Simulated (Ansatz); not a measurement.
Basis sets compared for B₉N₉ (the lowest singlet isomer of a short search). The state is a singlet with charge 0. Geometry r2SCAN-D4/def2-SVP. Ansatz on 4 threads of Arm Neoverse V2 on a shared host; times are rough, and most runs start from earlier orbitals.

```xyz
18

B    -0.982    2.636   -2.283
B    -2.543   -1.759   -1.948
B    -1.596   -3.267   -0.213
B    -2.297    0.576   -2.765
B     1.748   -1.711    2.682
B     0.098   -3.244    1.613
B     0.789    3.467   -0.739
B     2.201    2.677    1.151
B     2.582    0.626    2.503
N    -0.110    3.436   -1.702
N    -0.843   -3.667    0.792
N     1.682    3.465    0.230
N    -2.729   -0.666   -2.661
N    -2.334   -2.836   -1.217
N     2.698    1.863    2.061
N     1.038   -2.790    2.417
N     2.441   -0.616    2.922
N    -1.844    1.811   -2.843
```

The structure comes from a short search, and lower isomers may exist.

Binding counts from free atoms (B doublet, N quartet) in the same basis, without a counterpoise term.

| level | functions | energy (Eh) | HOMO (eV) | LUMO (eV) | binding per atom (eV) | wall time |
| --- | --- | --- | --- | --- | --- | --- |
| PBE-D4/def2-SVP | 252 | -715.6026 | -6.67 | -2.07 | 6.30 | 4.7 s |
| PBE0-D4/def2-SVP | 252 | -715.6297 | -7.89 | -1.21 | 6.07 | 9.5 s |

(1) Estimate the rows for PBE-D4/def2-TZVP (with forces), PBE0-D4/def2-TZVP.

Results:

(1) 
| level | functions | energy (Eh) | HOMO (eV) | LUMO (eV) | binding per atom (eV) | wall time |
| --- | --- | --- | --- | --- | --- | --- |
| PBE-D4/def2-TZVP (with forces) | 558 | -716.3667 | -6.75 | -2.10 | 6.18 | 14 s |
| PBE0-D4/def2-TZVP | 558 | -716.3935 | -7.94 | -1.22 | 5.95 | 38 s |
